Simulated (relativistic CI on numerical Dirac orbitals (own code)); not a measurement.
One change at a time: Fe I

Base calculation: Dirac-Coulomb-Breit CI, separate exchange-only KLI orbitals for each configuration, model QED, valence Slater integrals scaled by 0.85, P86 correlation energy added to each configuration.

Configurations in the expansion (outside the closed core [Ar]): 3d6.4s2, 3d7.4s, 3d6.4s.4p, 3d8, 3d7.4p, 3d5.4s2.4p, 3d6.4s.4d, 3d7.4d, 3d7.5s, 3d6.4s.5s, 3d7.5p, 3d6.4s.6s, 3d6.4s.5p, 3d6.4s.6p, 3d6.4s.4f, 3d6.4s.5d, 3d6.4s.7s, 3d6.4s.7p, 3d6.4s.5g, 3d6.4s.5f, 3d6.4s.6d, 3d6.4p.4d, 3d6.4p2, 3d5.4p3. Double excitations out of closed p, d and f shells are left out; levels of such configurations are missing from the list, as are those of other unlisted configurations, and high levels can miss mixing partners.

The lowest level and the first level of each name with at least 55 % of one term (blank where a level has no safe partner in the second run):

```
          Level  Base (cm⁻¹)  Shift (cm⁻¹)
   3d6.4s2 5D_4          0.0           0.0
   3d6.4s2 5D_3        410.1          -1.9
   3d6.4s2 5D_2        696.2          -3.3
   3d6.4s2 5D_1        879.5          -4.1
   3d6.4s2 5D_0        969.2          -4.5
    3d7.4s 5F_5      14180.8       -2827.8
    3d7.4s 5F_4      14606.8       -2813.2
3d6.4s.4p 7D°_5      14837.0       -3042.5
    3d7.4s 5F_3      14940.9       -2802.9
3d6.4s.4p 7D°_4      15047.8       -3044.0
    3d7.4s 5F_2      15186.7       -2795.7
3d6.4s.4p 7D°_3      15243.3       -3043.4
    3d7.4s 5F_1      15348.1       -2791.1
3d6.4s.4p 7D°_2      15400.2       -3042.1
3d6.4s.4p 7D°_1      15508.6       -3040.7
3d6.4s.4p 7F°_6      17691.3       -3568.9
3d6.4s.4p 7F°_5      17899.6       -3566.6
   3d6.4s2 3H_6      17921.1        -133.8
3d6.4s.4p 7F°_4      18057.7       -3566.3
   3d6.4s2 3H_5      18155.2        -135.1
3d6.4s.4p 7F°_3      18179.4       -3570.5
3d6.4s.4p 7P°_4      18254.5       -2898.9
```

For a near-neutral ion this model can misplace configurations by up to about 10,000 cm⁻¹ (more where the count of f electrons changes) and terms by 10 to 25 % of their spread. Rates follow the energies as ν³ (E1, M1) or ν⁵ (E2), so they and the lifetimes can be off by large factors. The fine structure of a lone outer electron comes out too small, for d and f at times inverted, and misplaced configurations move strength between like terms. 93 of the 147 excited levels that our extract of the measured tables holds in this range could be paired (the sources list more); they are missed by 4963 cm⁻¹ on average and 11577 at most, and levels without a partner can miss by more.

Question: One thing was changed in a second run, which moved the levels as shown. Which?
A. non-relativistic limit
B. self-excluded LDA correlation estimate
C. QED terms removed
D. only the first 3 configurations
E. Breit term removed
F. Slater integrals left unscaled

Answer: D. Only the first 3 configurations. With fewer configurations the levels that remain lose their mixing partners.

LS names give the leading component of a level, which can be under half, so a name can repeat, a term be missing and a line seem to break the LS rules.
